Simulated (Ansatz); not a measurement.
Reactions of C$_{2}$H$_{6}$O$_{2}$Si, SMILES `O=CC(O)[SiH3]`.

Isolated molecules relaxed with PBE0-D4/def2-TZVP in Ansatz; ΔE leaves out vibrations. CCSD(T)/CBS adds triple-zeta CCSD(T) − MP2 to the extrapolated MP2 energy (def2 sets, frozen cores). This one scheme is used for every species. Double bonds are as drawn, so ΔE can hold a change between cis and trans. Each species was taken in one conformer, which may not be the lowest.

Order these by ΔE at CCSD(T)/CBS, lowest first. (An estimate is asked.)
A. `O=CC(O)[SiH3]` + `C/C=C(\F)OC` → `C/C=C(\F)[SiH3]` + `COC(O)C=O`
B. `O=CC(O)[SiH3]` + H₂S → `O=CC(O)S` + SiH₄
C. `O=CC(O)[SiH3]` + `OCS[SiH3]` → `[SiH3]OCS[SiH3]` + `O=CCO`
D. `O=CC(O)[SiH3]` + H₂ → `O=CC[SiH3]` + H₂O
E. `O=CC(O)[SiH3]` → `CC(=O)O[SiH3]`
F. `O=CC(O)[SiH3]` → `O=COC[SiH3]`
G. `O=CC(O)[SiH3]` + `O=CC[SiH2]O` → `O=CC[SiH3]` + `O=CC(O)[SiH2]O`
H. `O=CC(O)[SiH3]` → `C[SiH2]C(=O)O`

E (-2.12 eV), H (-1.31 eV), D (-1.14 eV), C (-0.95 eV), F (-0.33 eV), A (-0.09 eV), G (+0.07 eV), B (+0.29 eV).

Largest T1 diagnostic: 0.015, for `O=COC[SiH3]`.
